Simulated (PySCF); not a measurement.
GeF₂, optimised at GFN2-xTB:

```xyz
3

Ge     0.0534     0.1121     0.1841
F      0.6054     0.1884    -1.5260
F     -0.9382    -1.3698    -0.0523
```

Energies from PySCF (xtb for GFN2), thermal terms from the rigid-rotor harmonic-oscillator model, ideal gas at 1 bar. 6-31G* has spherical d functions here. All species are closed-shell singlets. B3LYP is the form with VWN-RPA correlation. Ge: all electrons, no relativistic terms.

Problem. List the harmonic frequencies (cm⁻¹, unscaled) at this level and at the other levels, each on its own geometry.

Solution. 
- GFN2-xTB: 181, 424, 462
- B3LYP/6-31G*: 251, 683, 696
- HF/6-31G*: 292, 727, 751
- PBE/def2-SVP: 243, 662, 672
- PBE0/def2-TZVP: 260, 669, 695
